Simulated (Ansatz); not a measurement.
Ansatz (a quantum-chemistry and plane-wave program) input (CCSD(T)/aug-cc-pVDZ):

Ansatz 0.2 input:
```yaml
crystal:
  periodic: [false, false, false]
  atoms:
    - {symbol: H, position_ang: [-0.00000000, -0.00000000, -1.76984242]}
    - {symbol: B, position_ang: [-0.00000000, -0.00000000, -0.60173872]}
    - {symbol: O, position_ang: [0.00000000, 0.00000000, 0.59731700]}
basis:
  gaussian:
    orbitals: aug-cc-pVDZ
magnetization: {spin_polarized: false}
correlation: {method: ccsd_t, electrons: outside_noble_gas}
output: {forces: true}
```

End of the output:

```
integrals: 0.02 GiB planned
532 factors; integrals over basis functions are off by at most 8.6e-4 eV
mean field: 0.09 GiB planned
mean field evaluation 1: about -2722.1243 eV, gradient 4.3e1 eV
mean field evaluation 2: about -2722.1243 eV, gradient 4.3e1 eV
mean field evaluation 4: about -2725.9603 eV, gradient 2.3e0 eV
mean field evaluation 8: about -2725.9879 eV, gradient 1.2e-1 eV
mean field evaluation 16: about -2725.9861 eV, gradient 4.5e-1 eV
mean field -2725.98796892 eV, -100.1782101166 hartree, gradient 1.4e-6 eV, S^2 0.000000; 0 other end points of the search recorded, 0 dependent functions left out
2 core orbitals not correlated
reference -2725.98796892 eV, -100.1782101166 hartree; 5, 5 occupied and 48, 48 virtual orbitals, 532 factors
densities: 0.12 GiB planned
second order -7.59050711 eV of doubles, -0.00000000 eV of singles
coupled cluster: 0.10 GiB planned
cycle   1  -7.43639882 eV  change    1.5e-1 eV  update   9.5e-2
cycle   2  -7.69833682 eV  change   -2.6e-1 eV  update   3.1e-2
cycle   3  -7.78356938 eV  change   -8.5e-2 eV  update   1.6e-2
cycle   4  -7.77444973 eV  change    9.1e-3 eV  update   3.4e-3
cycle   5  -7.77480883 eV  change   -3.6e-4 eV  update   1.2e-3
cycle   6  -7.77538392 eV  change   -5.8e-4 eV  update   2.9e-4
cycle   7  -7.77531052 eV  change    7.3e-5 eV  update   9.0e-5
cycle   8  -7.77528948 eV  change    2.1e-5 eV  update   3.0e-5
cycle   9  -7.77528798 eV  change    1.5e-6 eV  update   1.1e-5
cycle  10  -7.77528441 eV  change    3.6e-6 eV  update   2.9e-6
perturbative correction -0.27958890 eV, -0.0102747026 hartree
the calculation of the forces begins
Total energy: -2734.04284222 eV, -100.4742212509 hartree
Atom 0 at    -0.000000    -0.000000    -1.769842 Å, force    -0.000000     0.000000    -0.346856 eV/Å
Atom 1 at    -0.000000    -0.000000    -0.601739 Å, force     0.000000    -0.000000    -1.420456 eV/Å
Atom 2 at     0.000000     0.000000     0.597317 Å, force     0.000000     0.000000     1.767312 eV/Å
Dipole moment:    -0.000000     0.000000    -0.554745 e Å
```
